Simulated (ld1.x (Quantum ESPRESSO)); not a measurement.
# aluminium (Al): TM pseudisation with PBE, non-relativistic reference atom.

aluminium (Al), norm-conserving Troullier–Martins (Kleinman–Bylander form), made with ld1.x (Quantum ESPRESSO) 7.5 (PBE, non-relativistic). Core [Ne], reference 3s2 3p1. Waves: 3s (bound): rc 2.05 bohr; 3p (bound): rc 2.80 bohr. Local part: all-electron potential smoothed inside 2.45 bohr (lloc = -1). Core correction: none.

All-electron outer shells of the reference configuration (PBE, non-relativistic, ld1.x):

```
shell  level (eV)  outermost node (bohr)  outermost maximum (bohr)
   2p      -69.68                      –                      0.43
   3s       -7.73                   0.80                      2.09
   3p       -2.72                   0.82                      2.64
```

What the tests gave:

```
Cutoffs needed           : 10 Ry and 30 Ry (the cutoffs (Ry, on a coarse ladder) from which the occupation-weighted sum of valence levels, in a spherical-Bessel basis at the reference potential, stays within 10 and 1 mRy of its value at 400 Ry)
Ghost test               : no extra level below or beside the all-electron valence levels (s, p, d, f tested) (spherical-Bessel basis up to 400 Ry, 20 bohr box)
Largest excitation error : +31 meV (all-electron minus pseudo) for 3s0 3p3, out of 7 test configurations
```

Generation and tests took about 2.7 s on one core of a shared server CPU.
